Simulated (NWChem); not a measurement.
System: TiN₂H₆; SMILES [TiH2]([NH2])[NH2]

NWChem input:

```
start job
memory heap 200 mb stack 900 mb global 1100 mb
geometry units angstroms noautoz
  Ti    -0.000127    -0.014330    -0.391956
  N      1.589180    -0.021440     0.574790
  H      1.751394    -0.188953     1.564734
  H      2.478266     0.126590     0.097242
  N     -1.589336     0.005436     0.574777
  H     -2.475823     0.167964     0.097112
  H     -1.754350    -0.158831     1.564802
  H     -0.012219    -1.443956    -1.344454
  H      0.010348     1.227462    -1.589542
end
basis spherical
  * library def2-svp
end
dft
  xc mn15
  iterations 150
  mulliken
end
task dft energy
```

NWChem printed, in part:

```
             Northwest Computational Chemistry Package (NWChem) 7.3.0
             --------------------------------------------------------

 CS  symmetry detected

                             Geometry "geometry" -> ""
                             -------------------------

 Output coordinates in angstroms (scale by  1.889725989 to convert to a.u.)

  No.       Tag          Charge          X              Y              Z
 ---- ---------------- ---------- -------------- -------------- --------------
    1 Ti                  22.0000    -0.38749507    -0.00520508     0.00000000
    2 N                    7.0000     0.57894280     0.01975777     1.58931481
    3 H                    1.0000     1.57194132    -0.12702338     1.75293668
    4 H                    1.0000     0.09843163     0.16580653     2.47713087
    5 N                    7.0000     0.57894280     0.01975777    -1.58931481
    6 H                    1.0000     0.09843163     0.16580653    -2.47713087
    7 H                    1.0000     1.57194132    -0.12702338    -1.75293668
    8 H                    1.0000    -1.31225619    -1.45297786     0.00000000
    9 H                    1.0000    -1.60879741     1.21331448     0.00000000

 Effective nuclear repulsion energy (a.u.)     153.4534615566

      Symmetry information
      --------------------

 Group name             Cs
 Group number              2
 Group order               2
 No. of unique centers     6

                                 NWChem DFT Module
                                 -----------------

 Summary of "ao basis" -> "ao basis" (spherical)
 ------------------------------------------------------------------------------
       Tag                 Description            Shells   Functions and Types
 ---------------- ------------------------------  ------  ---------------------
 Ti                         def2-svp                11       31   5s3p2d1f
 N                          def2-svp                 6       14   3s2p1d
 H                          def2-svp                 3        5   2s1p

      Symmetry analysis of basis
      --------------------------

        a'         53
        a"         36

            General Information
            -------------------
          SCF calculation type: DFT
          Wavefunction type:  closed shell.
          No. of atoms     :     9
          No. of electrons :    42
           Alpha electrons :    21
            Beta electrons :    21
          Charge           :     0
          Spin multiplicity:     1
          Use of symmetry is: on ; symmetry adaption is: on
          Maximum number of iterations: 150
          AO basis - number of functions:    89
                     number of shells:    41
          Convergence on energy requested:  1.00D-06
          Convergence on density requested:  1.00D-05
          Convergence on gradient requested:  5.00D-04

              XC Information
              --------------
                         MN15 Method XC Functional
                     Hartree-Fock (Exact) Exchange  0.440
                          MN15 Exchange Functional  1.000
                        MN15 Correlation Potential  1.000

             Grid Information
             ----------------
          Grid used for XC integration:  medium
          Radial quadrature: Mura-Knowles
          Angular quadrature: Lebedev.
          Tag              B.-S. Rad. Rad. Pts. Rad. Cut. Ang. Pts.
          ---              ---------- --------- --------- ---------
          Ti                  1.40      112          10.0       590
          N                   0.65       49          11.0       434
          H                   0.35       45          12.0       434
          Grid pruning is: on
          Number of quadrature shells:   341
          Spatial weights used:  Erf1

      Superposition of Atomic Density Guess
      -------------------------------------

 Sum of atomic energies:        -959.74258381

      Non-variational initial energy
      ------------------------------

 Total energy =    -960.369273
 1-e energy   =   -1617.192197
 2-e energy   =     503.369462
 HOMO         =      -0.308627
 LUMO         =       0.018673

      Symmetry analysis of molecular orbitals - initial
      -------------------------------------------------

  Numbering of irreducible representations:

     1 a'          2 a"

  Orbital symmetries:

     1 a'          2 a'          3 a"          4 a'          5 a'
     6 a'          7 a"          8 a'          9 a"         10 a'
    11 a'         12 a'         13 a"         14 a'         15 a"
    16 a'         17 a"         18 a'         19 a'         20 a"
    21 a'         22 a'         23 a'         24 a"         25 a'
    26 a"         27 a'         28 a"         29 a'         30 a"
    31 a'

     ---------------------------------------------
      Total Density - Mulliken Population Analysis
     ---------------------------------------------

    Atom       Charge   Shell Charges
 -----------   ------   -------------------------------------------------------
    1 Ti  22    20.10   2.00  2.00  2.00  0.59  0.08  6.00  6.00  0.41  0.44  0.55  0.03
    2 N    7     8.05   1.99  1.07  0.49  2.71  1.79  0.00
    3 H    1     0.75   0.58  0.12  0.04
    4 H    1     0.75   0.58  0.12  0.04
    5 N    7     8.05   1.99  1.07  0.49  2.71  1.79  0.00
    6 H    1     0.75   0.58  0.12  0.04
    7 H    1     0.75   0.58  0.12  0.04
    8 H    1     1.40   0.79  0.61  0.00
    9 H    1     1.40   0.78  0.62  0.00

   convergence    iter        energy       DeltaE   RMS-Dens  Diis-err
 ---------------- ----- ----------------- --------- --------- ---------
 d= 0,ls=0.0,diis     1   -961.8570534608 -1.12D+03  4.33D-02  1.87D+00
 d= 0,ls=0.0,diis     2   -952.7737913823  9.08D+00  3.34D-02  8.60D+01
 d= 0,ls=0.0,diis     3   -962.0648602854 -9.29D+00  4.31D-03  1.10D+00
 d= 0,ls=0.0,diis     4   -962.1780094070 -1.13D-01  2.49D-03  8.02D-02
 d= 0,ls=0.0,diis     5   -962.1887377331 -1.07D-02  7.04D-04  1.04D-02
  Resetting Diis
 d= 0,ls=0.0,diis     6   -962.1899558988 -1.22D-03  1.03D-04  2.51D-04
 d= 0,ls=0.0,diis     7   -962.1899829669 -2.71D-05  4.90D-05  9.39D-06
 d= 0,ls=0.0,diis     8   -962.1899829480  1.89D-08  3.10D-05  1.74D-05
 d= 0,ls=0.0,diis     9   -962.1899847919 -1.84D-06  1.19D-05  2.44D-06
 d= 0,ls=0.0,diis    10   -962.1899851639 -3.72D-07  7.92D-06  1.37D-07

         Total DFT energy =     -962.189985163865
      One electron energy =    -1620.726228256838
           Coulomb energy =      562.902209176055
    Exchange-Corr. energy =      -57.819427639648
 Nuclear repulsion energy =      153.453461556566

 Numeric. integr. density =       41.999979915403

                  Occupations of the irreducible representations
                  ----------------------------------------------

                     irrep           alpha         beta
                     --------     --------     --------
                     a'               14.0         14.0
                     a"                7.0          7.0

                       DFT Final Molecular Orbital Analysis
                       ------------------------------------

 Vector   19  Occ=2.000000D+00  E=-3.182966D-01  Symmetry=a'
              MO Center= -2.9D-01,  3.0D-01, -2.5D-10, r^2= 3.3D+00
   Bfn.  Coefficient  Atom+Function         Bfn.  Coefficient  Atom+Function
  ----- ------------  ---------------      ----- ------------  ---------------
    15      0.283423  1 Ti d -2              36     -0.282897  2 N  py
    60     -0.282897  5 N  py                85     -0.280898  9 H  s
    39      0.223927  2 N  py                63      0.223927  5 N  py
    86     -0.196273  9 H  s                  4     -0.177454  1 Ti s
     3      0.133543  1 Ti s                 20      0.122795  1 Ti d -2

 Vector   20  Occ=2.000000D+00  E=-3.149101D-01  Symmetry=a'
              MO Center= -7.3D-01, -9.3D-02, -5.5D-11, r^2= 3.2D+00
   Bfn.  Coefficient  Atom+Function         Bfn.  Coefficient  Atom+Function
  ----- ------------  ---------------      ----- ------------  ---------------
     4      0.296816  1 Ti s                 80      0.286415  8 H  s
    17     -0.236294  1 Ti d  0              85      0.224140  9 H  s
     3     -0.222022  1 Ti s                 36     -0.204103  2 N  py
    60     -0.204103  5 N  py                81      0.180165  8 H  s
    39      0.161162  2 N  py                63      0.161162  5 N  py

 Vector   21  Occ=2.000000D+00  E=-2.990387D-01  Symmetry=a'
              MO Center= -8.8D-01, -3.3D-01, -3.0D-12, r^2= 2.9D+00
   Bfn.  Coefficient  Atom+Function         Bfn.  Coefficient  Atom+Function
  ----- ------------  ---------------      ----- ------------  ---------------
    80      0.324761  8 H  s                 15      0.295142  1 Ti d -2
    85     -0.248862  9 H  s                 81      0.222252  8 H  s
    10      0.220276  1 Ti py                13     -0.207353  1 Ti py
    86     -0.188296  9 H  s                 36      0.159080  2 N  py
    60      0.159080  5 N  py                39     -0.124243  2 N  py

 Vector   22  Occ=0.000000D+00  E=-3.816545D-02  Symmetry=a'
              MO Center= -3.9D-01,  4.6D-02,  1.3D-13, r^2= 1.1D+00
   Bfn.  Coefficient  Atom+Function         Bfn.  Coefficient  Atom+Function
  ----- ------------  ---------------      ----- ------------  ---------------
    19      0.704778  1 Ti d  2              24      0.354359  1 Ti d  2
    17     -0.262503  1 Ti d  0              22     -0.140710  1 Ti d  0
    52      0.095268  4 H  s                 71      0.095268  6 H  s
    12     -0.091463  1 Ti px                51      0.086062  4 H  s
    70      0.086062  6 H  s                 13     -0.081259  1 Ti py

[...]
```

Level: MN15/def2-SVP. The geometry was optimised at B3LYP/6-31G* (spherical d).
